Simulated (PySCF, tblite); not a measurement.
Isomers of C6H10FNSi2, one GFN2-xTB conformer each. Single-point energies are computed at PBE0/pcSseg-1 (PySCF, gas phase, no added dispersion term), electronic only.

| SMILES | GFN2-xTB relative energy (kJ/mol) |
| --- | --- |
| Fc1cccc([SiH2]N[SiH3])c1 | 0.0 |
| CC[Si@@H]1C[Si@@H](C#N)C=C1F | 360.7 |
| C=C(C)[Si@@H]1C[C@@H](C#N)[Si@@H]1F | 204.9 |
| N#C[C@@H]1[SiH2]CC[SiH2]/C1=C/F | 272.8 |

Conformers: `[F:1][c:2]1[cH:3][cH:4][cH:5][c:6]([SiH2:7][NH:8][SiH3:9])[cH:10]1` with C5–C6–Si7–N8 51°, C6–Si7–N8–Si9 -176°; `[CH3:1][CH2:2][Si@@H:3]1[CH2:4][Si@@H:5]([C:6]#[N:7])[CH:8]=[C:9]1[F:10]` with C1–C2–Si3–C4 56°, C2–Si3–C4–Si5 -100°, Si3–C4–Si5–C6 -129°, C4–Si5–C8–C9 9°, C2–Si3–C9–C8 107°; `[CH2:1]=[C:2]([CH3:3])[Si@@H:4]1[CH2:5][C@@H:6]([C:7]#[N:8])[Si@@H:9]1[F:10]` with C1–C2–Si4–C5 -136°, C2–Si4–C5–C6 -108°, Si4–C5–C6–C7 -131°, C5–C6–Si9–F10 121°, C2–Si4–Si9–C6 106°; `[N:1]#[C:2][C@@H:3]1[SiH2:4][CH2:5][CH2:6][SiH2:7]/[C:8]1=[CH:9]/[F:10]` with C2–C3–Si4–C5 -64°, C3–Si4–C5–C6 -58°, Si4–C5–C6–Si7 59°, C5–C6–Si7–C8 -52°.

What does PBE0/pcSseg-1 give for the same structures?

```tsv
SMILES	PBE0/pcSseg-1 E (Eh)	PBE0/pcSseg-1 (kJ/mol)	GFN2-xTB (kJ/mol)	point group
Fc1cccc([SiH2]N[SiH3])c1	-967.52530	0.0	0.0	C1
C=C(C)[Si@@H]1C[C@@H](C#N)[Si@@H]1F	-967.49834	70.8	204.9	C1
CC[Si@@H]1C[Si@@H](C#N)C=C1F	-967.49461	80.6	360.7	C1
N#C[C@@H]1[SiH2]CC[SiH2]/C1=C/F	-967.46142	167.7	272.8	C1
```

Both levels put the same isomer lowest; measured from each level's own lowest isomer, the values differ by up to 280.1 kJ/mol (CC[Si@@H]1C[Si@@H](C#N)C=C1F: 360.7 against 80.6). As drawn, the lowest has an aromatic ring and an N–H bond, which the highest lacks; the highest has a C≡N group and a C=C bond outside aromatic rings, which the lowest lacks. Neighbours under 10 kJ/mol apart (C=C(C)[Si@@H]1C[C@@H](C#N)[Si@@H]1F and CC[Si@@H]1C[Si@@H](C#N)C=C1F) can change places with a better method, another conformer or zero-point energy.

Which frontier levels, dipoles and rotational constants go with these structures?

| SMILES | HOMO (eV, PBE0/pcSseg-1) | LUMO (eV) | dipole (D) | A, B, C (MHz) |
| --- | --- | --- | --- | --- |
| Fc1cccc([SiH2]N[SiH3])c1 | -7.35 | -0.92 | 1.62 | 2625, 396.9, 363.7 |
| C=C(C)[Si@@H]1C[C@@H](C#N)[Si@@H]1F | -7.76 | -1.38 | 4.96 | 1665, 606.2, 526.5 |
| CC[Si@@H]1C[Si@@H](C#N)C=C1F | -8.12 | -0.97 | 4.55 | 1544, 617.4, 532.9 |
| N#C[C@@H]1[SiH2]CC[SiH2]/C1=C/F | -7.57 | -0.58 | 4.13 | 1101, 838.4, 732.2 |

What happens when harmonic zero-point energies from GFN2-xTB frequencies are added?

```json
{"SMILES": "Fc1cccc([SiH2]N[SiH3])c1", "ZPE (kJ/mol)": "355.7", "electronic (kJ/mol)": "0.0", "with ZPE (kJ/mol)": "0.0"}
{"SMILES": "C=C(C)[Si@@H]1C[C@@H](C#N)[Si@@H]1F", "ZPE (kJ/mol)": "371.7", "electronic (kJ/mol)": "70.8", "with ZPE (kJ/mol)": "86.8"}
{"SMILES": "CC[Si@@H]1C[Si@@H](C#N)C=C1F", "ZPE (kJ/mol)": "371.5", "electronic (kJ/mol)": "80.6", "with ZPE (kJ/mol)": "96.4"}
{"SMILES": "N#C[C@@H]1[SiH2]CC[SiH2]/C1=C/F", "ZPE (kJ/mol)": "362.5", "electronic (kJ/mol)": "167.7", "with ZPE (kJ/mol)": "174.5"}
```

The zero-point energies span 16.0 kJ/mol. The order is unchanged.
